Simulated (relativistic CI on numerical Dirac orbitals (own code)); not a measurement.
Radial Dirac CI calculation of S2+.

Command:

```sh
python run_levels.py task.json out
```

Input:

```
atom S  Z=16  charge=2  electrons=14
nucleus A=32  rms_radius_fm=3.2611
hamiltonian dirac-coulomb  breit=on  qed=on  c_scale=1
orbitals kli  potential=per-configuration
slater_scale 1
correlation none
mixing on
grid step=0.0125 r_max=34.3
scf mixing=0.4 start=green max_iterations=150 tolerance=2e-08 node_fill=0.05
configurations
  [Ne] 3s2 3p2
end
```

Output:

```
SCF 1: [Ne] 3s2 3p2
 iter      energy (Ha)   residual   last orbital (Ha)
    1      -394.476443   1.27e+00     -1.69524
    2      -396.828000   5.48e-01     -1.37547
    3      -397.415411   2.77e-02     -1.20588
    4      -397.415132   2.72e-02     -1.23817
    5      -397.416462   1.07e-03     -1.23100
    6      -397.416473   1.26e-04     -1.23029
    7      -397.416474   5.17e-05     -1.23037
    8      -397.416474   4.06e-07     -1.23042
    9      -397.416474   3.97e-08     -1.23042
   10      -397.416474   3.12e-09     -1.23042
orbital energies (Ha): 1s -89.5522  2s -9.0454  2p1/2 -7.0374  2p3/2 -6.9910  3s -1.6485  3p1/2 -1.2345  3p3/2 -1.2304
configuration averages (Ha): Dirac-Coulomb, Breit, QED
  3p2                           -397.416474    0.087369    0.057573
levels: no., configuration, term, J, E (cm-1), weight
   1 3p2                    3P   0                0.0  1.00
   2 3p2                    3P   1              299.2  1.00
   3 3p2                    3P   2              847.7  1.00
   4 3p2                    1D   2            14188.5  1.00
   5 3p2                    1S   0            34599.4  1.00
lowest total energy -397.305152 Ha
end: converged
```

With so few configurations and no correlation, terms lie too far apart (by 10 to 50 % or more near neutrality), their order can be wrong, and levels of other configurations are missing.
